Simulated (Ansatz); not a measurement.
System: GeH₅, net charge -1, singlet state. SMILES: [GeH5-]
Geometry: optimised at B3LYP-D3(BJ)/def2-TZVP (Ansatz, a first-principles code).

Quantity: vertical ionisation energy (to the doublet state of charge +0; each state is the SCF solution reached for its spin; the molecule has degenerate orbitals, so one determinant may break the symmetry), in eV. Correlated levels leave the core frozen unless marked. Open shells are spin-unrestricted. Spin-orbit coupling is left out. Frozen are the shells of the preceding noble gas and the d and f shells that filled before the atom's block. No relativistic terms. Anions need diffuse functions: aug- sets have them; def2-D sets add few. CBS marks a two-point X^-3 extrapolation of the correlation energy; Hartree-Fock from the larger set. The bracket is a focal-point correction in the basis named.

RI-MP2/CBS(aug-cc-pVTZ,aug-cc-pVQZ)+[CCSD(T)-MP2]/aug-cc-pVTZ (Ansatz) gives 2.11 eV.

Question: Another calculation gave 1.93 eV. Which level was it?
(A) CAM-B3LYP/def2-TZVPD (Ansatz)
(B) PBE0/def2-TZVPD (Ansatz)
(C) SVWN5/def2-TZVPD (Ansatz)

Answer: A, CAM-B3LYP/def2-TZVPD (Ansatz). The others give 1.65 (SVWN5), 1.78 (PBE0) eV.
